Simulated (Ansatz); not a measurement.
Si₉GeH₁₆, an alloyed cluster cut from the lattice of silicon (1 Ge, core). Total charge 0; singlet. Geometry r2SCAN-D4/def2-SVP.

Cartesian coordinates in Å:
```
Si 1.275 -1.132 1.635
Si -1.222 -1.570 -1.273
Si 1.441 1.217 -1.422
Ge -1.502 1.492 1.065
Si 2.699 0.088 0.214
Si 0.216 -0.349 -2.678
Si 0.053 -2.684 0.359
Si -0.206 0.342 2.710
Si -2.728 -0.103 -0.223
Si -0.040 2.712 -0.378
H 2.098 -1.863 2.655
H -1.977 -2.579 -2.089
H 2.369 1.969 -2.331
H -2.480 2.463 1.758
H 3.658 -0.850 -0.454
H 3.488 1.077 1.017
H 1.161 -1.289 -3.362
H -0.585 0.361 -3.727
H 1.000 -3.633 -0.310
H -0.852 -3.474 1.255
H -1.113 -0.422 3.624
H 0.565 1.332 3.529
H -3.649 -0.874 0.672
H -3.553 0.605 -1.253
H 0.728 3.722 0.418
H -0.844 3.440 -1.412
```

The 6-31G sets use Cartesian d functions. B3LYP takes the VWN-RPA correlation.

**Question.** Estimate the orbital energies around the gap (eV) in Ansatz with HF/STO-3G, PBE-D4/def2-SVP, B3LYP-D4/6-31G, PBE0-D4/def2-SVP, PBE0-D4/def2-TZVP.

**Answer.** 
```
orbital  HF/STO-3G  PBE-D4/def2-SVP  B3LYP-D4/6-31G  PBE0-D4/def2-SVP  PBE0-D4/def2-TZVP
 HOMO−5      -7.55            -6.88           -7.72             -7.92              -7.83
 HOMO−4      -7.55            -6.84           -7.66             -7.88              -7.81
 HOMO−3      -7.50            -6.84           -7.66             -7.88              -7.81
 HOMO−2      -7.33            -6.74           -7.55             -7.82              -7.77
 HOMO−1      -7.33            -6.73           -7.51             -7.79              -7.74
   HOMO      -7.30            -6.73           -7.51             -7.79              -7.74
   LUMO       9.39            -1.72           -0.42             -1.05              -1.16
 LUMO+1       9.48            -1.49           -0.32             -0.79              -0.92
 LUMO+2       9.48            -1.42           -0.31             -0.72              -0.84
 LUMO+3       9.91            -1.42           -0.24             -0.72              -0.84
 LUMO+4      10.40            -0.93           -0.24             -0.17              -0.48
 LUMO+5      10.40            -0.93           -0.07             -0.17              -0.48
```
